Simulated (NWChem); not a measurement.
System: SiH3F; SMILES F[SiH3]

NWChem input:

```
start job
memory heap 200 mb stack 900 mb global 1100 mb
geometry units angstroms noautosym nocenter noautoz
  Si     0.000000     0.000000    -0.459032
  F      0.000000     0.000000     1.165506
  H      0.998053     0.998053    -0.932912
  H      0.365313    -1.363365    -0.932912
  H     -1.363365     0.365313    -0.932912
end
basis spherical
  * library 6-31g*
end
dft
  xc b3lyp
  iterations 150
end
property
  response 1 0.0773
end
task dft property
```

Coordinates come from a PBE0/def2-SVP optimisation. B3LYP is NWChem's, with the RPA form of VWN correlation.

Field at 589 nm.

**Question.** Predict the main results of this run. (B3LYP/6-31G* (spherical d).) Quantities: isotropic polarisability (bohr³); anisotropy (bohr³).

**Answer.** 
- isotropic polarisability (bohr³): 21.0
- anisotropy (bohr³): 3.3
